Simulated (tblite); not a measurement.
Parent: `[CH2:1]1[SiH2:2][SiH2:3][SiH2:4][SiH2:5]1` with Si5–C1–Si2–Si3 -38°, C1–Si2–Si3–Si4 20°, Si2–Si3–Si4–Si5 0°, Si3–Si4–Si5–C1 -19°, CH10Si4.

Structures optimised with GFN2-xTB, isolated species. One conformer each, not checked by frequencies here.

```
coordinate of the parent    value
                  C1–Si2  1.915 Å
                 Si2–Si3  2.325 Å
                 Si3–Si4  2.336 Å
                 Si4–Si5  2.326 Å
                  C1–Si5  1.915 Å
              Si2–C1–Si5   115.9°
              C1–Si2–Si3   104.4°
             Si2–Si3–Si4   101.2°
             Si3–Si4–Si5   101.3°
              C1–Si5–Si4   104.3°
```

Task: How does the shared frame change in `[SH:1][Si@H:2]1[CH2:3][SiH2:4][SiH2:5][SiH2:6]1` with H–S1–Si2–C3 48°, S1–Si2–C3–Si4 73°, Si2–C3–Si4–Si5 38°, C3–Si4–Si5–Si6 -18°, Si4–Si5–Si6–Si2 -2°, CH10SSi4? Atoms pair as C1 = C3, Si2 = Si2, Si3 = Si6, Si4 = Si5, Si5 = Si4 (parent first).

Result: 
| parent | relative | value in the relative | change |
| --- | --- | --- | --- |
| C1–Si2 | C3–Si2 | 1.916 Å | +0.001 |
| Si2–Si3 | Si2–Si6 | 2.326 Å | +0.001 |
| Si3–Si4 | Si6–Si5 | 2.343 Å | +0.007 |
| Si4–Si5 | Si5–Si4 | 2.332 Å | +0.006 |
| C1–Si5 | C3–Si4 | 1.922 Å | +0.007 |
| Si2–C1–Si5 | Si2–C3–Si4 | 114.9° | -1.0 |
| C1–Si2–Si3 | C3–Si2–Si6 | 105.3° | +0.9 |
| Si2–Si3–Si4 | Si2–Si6–Si5 | 100.0° | -1.2 |
| Si3–Si4–Si5 | Si6–Si5–Si4 | 102.0° | +0.7 |
| C1–Si5–Si4 | C3–Si4–Si5 | 104.2° | -0.1 |

Of the parent's bonds, Si3–Si4, Si4–Si5 and C1–Si5 change most and about equally (+0.006 to +0.007 Å). Bonds of the relative outside the shared frame: S1–Si2 2.178 Å. Point group Cs → C1.

Task: How does the shared frame change in `[O:1]=[CH:2][Si@@H:3]1[CH2:4][SiH2:5][SiH2:6][SiH2:7]1` with O1–C2–Si3–C4 51°, C2–Si3–C4–Si5 -55°, Si3–C4–Si5–Si6 -35°, C4–Si5–Si6–Si7 8°, Si5–Si6–Si7–Si3 15°, C2H10OSi4? Atoms pair as C1 = C4, Si2 = Si3, Si3 = Si7, Si4 = Si6, Si5 = Si5 (parent first).

Result: 
```
     parent     relative  value in the relative  change
     C1–Si2       C4–Si3                1.911 Å  -0.004
    Si2–Si3      Si3–Si7                2.337 Å  +0.012
    Si3–Si4      Si7–Si6                2.348 Å  +0.012
    Si4–Si5      Si6–Si5                2.326 Å   0.000
     C1–Si5       C4–Si5                1.927 Å  +0.012
 Si2–C1–Si5   Si3–C4–Si5                 113.4°    -2.5
 C1–Si2–Si3   C4–Si3–Si7                 103.8°    -0.6
Si2–Si3–Si4  Si3–Si7–Si6                  97.7°    -3.5
Si3–Si4–Si5  Si7–Si6–Si5                 102.2°    +0.9
 C1–Si5–Si4   C4–Si5–Si6                 104.8°    +0.5
```

Of the parent's bonds, Si2–Si3, Si3–Si4 and C1–Si5 change most and about equally (+0.012 Å). Bonds of the relative outside the shared frame: O1=C2 1.214, C2–Si3 1.904 Å. Point group Cs → C1.

The numbers are calculated, not measured.
